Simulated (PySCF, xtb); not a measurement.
2-chlorobuta-1,3-diene (C₄H₅Cl), SMILES C(C(Cl)=C)=C.

GFN2-xTB (xtb) at its own geometry gives an orbital gap of 3.56 eV and a dipole moment of 1.61 D.

Geometry: B3LYP-D3(BJ)/def2-SVP. Other conformers were not sampled.

Problem. What does M06-2X/def2-TZVP in PySCF give? (An estimate is asked for; the answer gives what the named calculation found.)

Solution. gap 7.74 eV (levels -8.17 and -0.43 eV), dipole 1.53 D.
